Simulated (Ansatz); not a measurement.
Relaxation of ClF2GeH3 (7 atoms, charge 0, multiplicity 1), to a largest force component of 0.03 eV/Å in at most 50 steps.

Method: Ansatz, RHF/def2-SVP.

```xyz
7
Properties=species:S:1:pos:R:3
Ge 0.285 -0.393 -0.376
H 0.016 0.178 2.318
Cl 2.001 0.223 -1.458
H -0.470 0.752 0.236
F -0.751 -1.237 -1.432
F 0.781 -1.584 0.718
H 0.299 -0.456 2.460
```

**Question.** Where does it end, and by what steps?

**Answer.** The run converged. The force dipped under the threshold on the way, but the program's further checks kept it going. After 17 steps the energy has fallen by 0.280 eV; H2 moved furthest, 1.32 Å.

```
step  energy less start (eV)  largest force component (eV/Å)  accepted
   0                  0.0000                           1.437       yes
   1                 -0.1543                           0.262       yes
   2                 -0.2228                           0.186       yes
   3                 -0.2550                           0.172       yes
   4                 -0.2689                           0.179       yes
   5                 -0.2699                           0.167       yes
   6                 -0.2759                           0.165       yes
   7                 -0.2780                           0.016       yes
   8                 -0.2782                           0.099       yes
   9                 -0.2788                           0.023       yes
  10                 -0.2792                           0.029       yes
  11                 -0.2788                           0.160        no
  12                 -0.2796                           0.034       yes
  13                 -0.2796                           0.108        no
  14                 -0.2799                           0.031       yes
  15                 -0.2801                           0.033       yes
  16                 -0.2800                           0.106        no
  17                 -0.2803                           0.027       yes
```

```xyz
7
Properties=species:S:1:pos:R:3
Ge 0.263 -0.397 -0.806
H 0.097 0.124 3.635
Cl 2.064 0.104 -1.799
H -0.566 0.793 -0.400
F -0.630 -1.434 -1.816
F 0.657 -1.342 0.555
H 0.276 -0.366 3.099
```

Whether the end is a true minimum wasn't checked by a vibrational analysis.

The run took 38 s on 1 thread of Arm Neoverse V1, with other jobs on the host, peak memory 0.19 GiB.
